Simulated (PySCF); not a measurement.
**Stretching GaAs**

Set-up: Ga cc-pVTZ-PP with ECP10, As cc-pVTZ-PP with ECP10; scalar-relativistic core potentials (PySCF 2.14). Energies in eV from Ga + As in their ground configurations at the same level. All curves are PBE0. state 1: ³Σ⁻ (triplet), unpaired electrons π ↑↑; state 2: ³Π (triplet), unpaired electrons σ ↑, π ↑, a second solution, started from another occupation; state 3: Ms = 0 determinant of mixed spin (⟨S²⟩ near 1.0), unpaired electrons π ↑↓, a mixture of terms (⟨Lz²⟩ = 2.0), a second solution, started from another occupation; state 4: Ms = 0 determinant of mixed spin (⟨S²⟩ near 1.0), unpaired electrons σ ↓, π ↑, a second solution, started from another occupation.

```csv
R (Å),state 1,state 2,state 3,state 4
2.210,-1.387,-1.745,-1.085,-1.565
2.313,-1.711,-1.826,-1.409,-1.632
2.416,-1.887,-1.801,-1.584,-1.593
2.493,-1.948,-1.737,-1.644,-1.518
2.570,-1.964,-1.647,-1.658,-1.419
2.647,-1.945,-1.541,-1.637,-1.303
2.750,-1.879,-1.383,-1.568,-1.135
2.878,-1.753,-1.174,-1.437,-0.915
3.033,-1.564,-0.928,-1.239,-0.652
3.238,-1.287,-0.644,-0.946,-0.325
```

Problem. Put a parabola through the three lowest points of the state 1 curve and estimate Re, k and ωe (reduced mass 35.9 u; 1 eV/Å² = 0.16022 mdyn/Å; ωe = 1302.8·√(k/μ) cm⁻¹).

Solution. Through R = 2.493, 2.57, 2.647 Å the second-order coefficient is 2.95 eV/Å², so Re ≈ 2.567 Å, k ≈ 0.946 mdyn/Å and ωe ≈ 211 cm⁻¹. A polynomial fit of higher order to the unrounded PBE0 energies gives Re = 2.563 Å, k = 0.958 mdyn/Å, ωe = 213 cm⁻¹; anharmonicity and rounding make the difference.

The higher-order fit for each curve: state 1: Re = 2.563 Å, ωe = 213 cm⁻¹, De = 1.96 eV; state 2: Re = 2.334 Å, ωe = 261 cm⁻¹, minimum 1.83 eV below the ground-state fragments; state 3: Re = 2.559 Å, ωe = 215 cm⁻¹, minimum 1.66 eV below the ground-state fragments; state 4: Re = 2.319 Å, ωe = 271 cm⁻¹, minimum 1.63 eV below the ground-state fragments.

⟨S²⟩ of the unrestricted solution departs from its pure value on part of the curve, where spin states mix. Spin–orbit coupling is left out. The state is the lowest determinant that a PBE0 search found; another state may lie lower at other levels.
